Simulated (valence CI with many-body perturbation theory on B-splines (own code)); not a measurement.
Tb¹⁵⁺: calculated level list

Calculated by relativistic CI+MBPT: four valence electrons over a frozen Dirac-Fock core [Kr] 4d10, radial functions for each j: 7 s, 7 p, 7 d, 7 f, 4 g, 2 h, with the one-electron correlation potential Σ1 (screened to all orders), the two-electron term Σ2, the three-electron term Σ3, Breit, model QED; selected single and double excitations, second order for the rest, scaled by the run's own slope (own B-spline code, finite nucleus).

No measured levels were compared; by estimate terms of the open shell hold to a few per cent of their energy, and close levels can change places; configurations with another count of f electrons can be misplaced by thousands of cm⁻¹.

Levels 136 to 180 of 194, with energies above the lowest level, 4f4 5I_4. "Leading %" is the weight of the configuration and term that name the level; weights of strongly mixed levels are sums over their largest components and can fall short.

| No. | Configuration | Term | J | E (cm⁻¹) | Leading % | g | Second component |
| --- | --- | --- | --- | --- | --- | --- | --- |
| 136 | 4f3.5s | 1D° | 2 | 100890 | 56 | 1.128 | 20 % 4f3.5s 3P° |
| 137 | 4f3.5s | 5D° | 4 | 101050 | 97 | 1.493 |  |
| 138 | 4f4 | 1I | 6 | 102100 | 79 | 1.010 | 9 % 4f4 3H |
| 139 | 4f3.5s | 3L° | 7 | 102160 | 73 | 0.920 | 12 % 4f3.5s 1K° |
| 140 | 4f3.5s | 1P° | 1 | 102270 | 62 | 0.963 | 23 % 4f3.5s 3D° |
| 141 | 4f3.5s | 3L° | 8 | 102560 | 88 | 1.020 | 7 % 4f3.5s 3K° |
| 142 | 4f3.5s | 3I° | 7 | 103300 | 89 | 1.120 | 6 % 4f3.5s 1K° |
| 143 | 4f3.5s | 3L° | 9 | 104830 | 100 | 1.110 |  |
| 144 | 4f4 | 1F | 3 | 105190 | 60 | 1.086 | 29 % 4f4 3D |
| 145 | 4f4 | 1G | 4 | 105980 | 78 | 1.005 | 16 % 4f4 3G |
| 146 | 4f3.5s | 3D° | 1 | 106130 | 87 | 0.619 | 8 % 4f3.5s 5D° |
| 147 | 4f4 | 1D | 2 | 106600 | 61 | 1.057 | 32 % 4f4 3D |
| 148 | 4f3.5s | 3D° | 2 | 106850 | 50 | 1.033 | 30 % 4f3.5s 1D° |
| 149 | 4f3.5s | 3H° | 4 | 107280 | 93 | 0.814 |  |
| 150 | 4f3.5s | 1I° | 6 | 107860 | 46 | 1.055 | 29 % 4f3.5s 3H° |
| 151 | 4f3.5s | 3H° | 5 | 108770 | 78 | 1.021 | 10 % 4f3.5s 1H° |
| 152 | 4f3.5s | 3D° | 2 | 111080 | 64 | 1.177 | 18 % 4f3.5s 1D° |
| 153 | 4f3.5s | 3D° | 3 | 111230 | 61 | 1.314 | 21 % 4f3.5s 5D° |
| 154 | 4f3.5s | 1L° | 8 | 111380 | 93 | 1.001 | 5 % 4f3.5s 3L° |
| 155 | 4f4 | 3D | 3 | 112540 | 64 | 1.216 | 34 % 4f4 1F |
| 156 | 4f3.5s | 1I° | 6 | 113560 | 48 | 1.082 | 47 % 4f3.5s 3H° |
| 157 | 4f4 | 3D | 1 | 114180 | 97 | 0.526 |  |
| 158 | 4f3.5s | 3D° | 1 | 114750 | 92 | 0.544 | 5 % 4f3.5s 1P° |
| 159 | 4f4 | 3D | 2 | 114910 | 54 | 1.108 | 26 % 4f4 1D |
| 160 | 4f3.5s | 3D° | 3 | 115980 | 79 | 1.280 | 20 % 4f3.5s 3F° |
| 161 | 4f3.5s | 3F° | 2 | 117300 | 54 | 0.874 | 38 % 4f3.5s 3D° |
| 162 | 4f3.5s | 1H° | 5 | 117470 | 81 | 0.999 | 7 % 4f3.5s 3I° |
| 163 | 4f3.5s | 3F° | 3 | 122220 | 59 | 1.166 | 35 % 4f3.5s 3D° |
| 164 | 4f3.5s | 3F° | 4 | 123600 | 95 | 1.249 |  |
| 165 | 4f4 | 1H | 5 | 124100 | 75 | 1.008 | 20 % 4f4 3H |
| 166 | 4f4 | 1S | 0 | 124260 | 87 |  | 12 % 4f4 3P |
| 167 | 4f3.5s | 1D° | 2 | 124790 | 52 | 0.959 | 23 % 4f3.5s 3D° |
| 168 | 4f4 | 3F | 4 | 127820 | 91 | 1.241 | 5 % 4f2.5s2 3F |
| 169 | 4f4 | 3F | 2 | 128300 | 81 | 0.710 | 9 % 4f2.5s2 3F |
| 170 | 4f4 | 3F | 3 | 129050 | 85 | 1.089 | 7 % 4f2.5s2 3F |
| 171 | 4f3.5s | 1F° | 3 | 130040 | 85 | 1.011 | 6 % 4f3.5s 3F° |
| 172 | 4f4 | 3H | 4 | 130810 | 59 | 0.805 | 37 % 4f2.5s2 3H |
| 173 | 4f4 | 3H | 6 | 132710 | 67 | 1.121 | 26 % 4f4 1I |
| 174 | 4f4 | 3H | 5 | 135500 | 57 | 1.025 | 22 % 4f4 1H |
| 175 | 4f4 | 3P | 2 | 135670 | 95 | 1.485 |  |
| 176 | 4f3.5s | 3G° | 5 | 136280 | 97 | 1.195 |  |
| 177 | 4f4 | 1I | 6 | 137310 | 70 | 1.043 | 22 % 4f4 3H |
| 178 | 4f3.5s | 3G° | 4 | 137390 | 95 | 1.047 |  |
| 179 | 4f3.5s | 3G° | 3 | 138840 | 96 | 0.759 |  |
| 180 | 4f4 | 3P | 1 | 142230 | 97 | 1.490 |  |

Names give the largest LS component (configuration and term), which can be under half, so a name can repeat, a term be missing and a line seem to break the LS rules; names also repeat where a configuration has a term twice.

Where two levels of one J and parity lie close, their mixing, g and order are uncertain.
